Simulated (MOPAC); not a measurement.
Input for MOPAC: PM6 on AlAsH4O (SMILES [OH][AlH][AsH2]), a point of a torsion scan.

```
PM6 1SCF PRECISE CHARGE=0 THREADS=1
AlAsH4O

O     -1.77146144 1    -0.64668846 1     0.39297850 1
Al    -0.52868439 1     0.32733853 1    -0.07375660 1
As     1.69749278 1    -0.02410918 1     0.76482674 1
H     -2.54933683 1    -1.14507154 1     0.60517596 1
H     -0.91742772 1     1.39180628 1    -1.13009915 1
H      2.21242933 1     0.53926298 1    -0.53969010 1
H      1.53483308 1    -1.37017337 1     0.08184078 1
```

Output:

```
*******************************************************************************
 **                                                                           **
 **                              MOPAC v23.2.5                                **
 **                                                                           **
 *******************************************************************************
 ** MOPAC's Digital Object Identifier: https://doi.org/10.5281/zenodo.6511958 **
 **                                                                           **
 ** Please cite the open-source release paper for use of this MOPAC version:  **
 ** J. E. Moussa and J. J. P. Stewart (2026)                                  **
 ** MOPAC: An open-source semiempirical molecular orbital program             **
 ** J. Open Source Softw., 11(119), 8025, https://doi.org/10.21105/joss.08025 **
 *******************************************************************************

                              PM6 CALCULATION RESULTS

 *******************************************************************************
 *  PM6        - The PM6 Hamiltonian to be used
 *
 *
 *
 *                 CHARGE ON SYSTEM = 0
 *
 *
 *
 *  PRECISE    - TIGHTER CRITERIA TO BE USED
 *  1SCF       - DO 1 SCF AND THEN STOP
 *  THREADS=1  - MULTI-THREADING NOT USED
 *  T=         - A TIME OF 172800.0 SECONDS REQUESTED
 *  DUMP=N     - RESTART FILE WRITTEN EVERY 7200.0 SECONDS REQUESTED
 *******************************************************************************
PM6 1SCF PRECISE CHARGE=0 THREADS=1
 AlAsH4O

   ATOM   CHEMICAL          X               Y               Z
  NUMBER   SYMBOL      (ANGSTROMS)     (ANGSTROMS)     (ANGSTROMS)

     1       O         -1.77146144  *  -0.64668846  *   0.39297850  *
     2      Al         -0.52868439  *   0.32733853  *  -0.07375660  *
     3      As          1.69749278  *  -0.02410918  *   0.76482674  *
     4       H         -2.54933683  *  -1.14507154  *   0.60517596  *
     5       H         -0.91742772  *   1.39180628  *  -1.13009915  *
     6       H          2.21242933  *   0.53926298  *  -0.53969010  *
     7       H          1.53483308  *  -1.37017337  *   0.08184078  *



          CARTESIAN COORDINATES

    NO.       ATOM           X           Y           Z

     1         O         -1.7715     -0.6467      0.3930
     2        Al         -0.5287      0.3273     -0.0738
     3        As          1.6975     -0.0241      0.7648
     4         H         -2.5493     -1.1451      0.6052
     5         H         -0.9174      1.3918     -1.1301
     6         H          2.2124      0.5393     -0.5397
     7         H          1.5348     -1.3702      0.0818

 General Reference for PM6:
 "Optimization of Parameters for Semiempirical Methods V: Modification of NDDO Approximations
 and Application to 70 Elements", J. J. P. Stewart, J. Mol. Mod., 13, 1173-1213 (2007)
 URL: https://link.springer.com/article/10.1007/s00894-007-0233-4

           Empirical Formula: H4 O Al As  =     7 atoms



      MOLECULAR POINT GROUP   :   C1


      RHF CALCULATION, NO. OF DOUBLY OCCUPIED LEVELS = 9


 -------------------------------------------------------------------------------
 PM6 1SCF PRECISE CHARGE=0 THREADS=1
 AlAsH4O



     1SCF WAS SPECIFIED, SO BFGS WAS NOT USED
     SCF FIELD WAS ACHIEVED


                              PM6 CALCULATION
                                                       MOPAC v23.2.5 Linux




          FINAL HEAT OF FORMATION =         50.61263 KCAL/MOL =     211.76322 KJ/MOL


          COSMO AREA              =        114.49 SQUARE ANGSTROMS
          COSMO VOLUME            =        101.95 CUBIC ANGSTROMS

          IONIZATION POTENTIAL    =          9.364231 EV
          HOMO LUMO ENERGIES (EV) =         -9.364  1.688
          NO. OF FILLED LEVELS    =          9
          MOLECULAR WEIGHT        =        121.9341         POINT GROUP:  C1

          MOLECULAR DIMENSIONS (Angstroms)

            Atom       Atom       Distance
            H     6    H     4     5.17901
            H     7    H     5     3.73176
           As     3    H     5     1.21764


          SCF CALCULATIONS        =          1





   ATOM   CHEMICAL          X               Y               Z
  NUMBER   SYMBOL      (ANGSTROMS)     (ANGSTROMS)     (ANGSTROMS)

     1       O         -1.77146144  *  -0.64668846  *   0.39297850  *
     2      Al         -0.52868439  *   0.32733853  *  -0.07375660  *
     3      As          1.69749278  *  -0.02410918  *   0.76482674  *
     4       H         -2.54933683  *  -1.14507154  *   0.60517596  *
     5       H         -0.91742772  *   1.39180628  *  -1.13009915  *
     6       H          2.21242933  *   0.53926298  *  -0.53969010  *
     7       H          1.53483308  *  -1.37017337  *   0.08184078  *

                             CARTESIAN COORDINATES

   1    O       -1.771461440    -0.646688460     0.392978500
   2   Al       -0.528684390     0.327338530    -0.073756600
   3   As        1.697492780    -0.024109180     0.764826740
   4    H       -2.549336830    -1.145071540     0.605175960
   5    H       -0.917427720     1.391806280    -1.130099150
   6    H        2.212429330     0.539262980    -0.539690100
   7    H        1.534833080    -1.370173370     0.081840780


           Empirical Formula: H4 O Al As  =     7 atoms



      MOLECULAR POINT GROUP   :   C1


                  EIGENVALUES
 -27.16687 -19.32441 -17.50315 -13.68177 -12.57676 -12.53348 -11.96516 -10.51511
  -9.36423   1.68847   2.04951   3.38631   3.72317   4.04845   6.00424   7.51755
  55.44151  55.50605  55.63299  55.76301  55.89520 104.02556 104.17509 104.51454
 105.63897 106.17424


              NET ATOMIC CHARGES AND DIPOLE CONTRIBUTIONS

  ATOM NO.   TYPE          CHARGE      No. of ELECS.   s-Pop       p-Pop       d-Pop
    1          O          -0.796405        6.7964     1.62340     5.17301
    2         Al           0.532603        2.4674     1.01083     1.40842     0.04815
    3         As           0.028340        4.9717     1.79417     3.16688     0.01061
    4          H           0.398942        0.6011     0.60106
    5          H          -0.111489        1.1115     1.11149
    6          H          -0.033906        1.0339     1.03391
    7          H          -0.018085        1.0181     1.01809
 DIPOLE           X         Y         Z       TOTAL
 POINT-CHG.     0.768     0.400     0.258     0.903
 HYBRID        -0.564    -0.784    -0.657     1.168
 SUM            0.203    -0.384    -0.400     0.590


          ATOMIC ORBITAL ELECTRON POPULATIONS

     Atom    s        px        py        pz      x^2-y^2     xz        z^2       yz        xy
    1  O   1.62340   1.56450   1.73573   1.87278
    2 Al   1.01083   0.57459   0.41722   0.41661   0.01149   0.00923   0.00578   0.00790   0.01375
    3 As   1.79417   1.07354   0.99260   1.10074   0.00319   0.00232   0.00195   0.00264   0.00051
    4  H   0.60106
    5  H   1.11149
    6  H   1.03391
    7  H   1.01809

 **********************
 *                    *
 * JOB ENDED NORMALLY *
 *                    *
 **********************




 == MOPAC DONE ==
```

The run finished.

Cost: very roughly 0.020 core-seconds.
